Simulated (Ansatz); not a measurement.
Harmonic frequencies (cm⁻¹) at PBE0-D4/def2-TZVP from Ansatz: 73, 145, 200, 283, 324, 440, 615, 753, 803, 867, 900, 926, 941, 1106, 1145, 1166, 1418, 1458, 1485, 1519, 2208, 2262, 3009, 3068, 3107, 3624, 3926.

Each molecule was computed in one conformer, which needn't be the lowest.

Question: Which molecule is it?
A. `N[SiH2][S][GeH3]`
B. `C[SiH](N)O`
C. `NCO[SiH3]`
D. `CN[SiH2]O`

Answer: D.
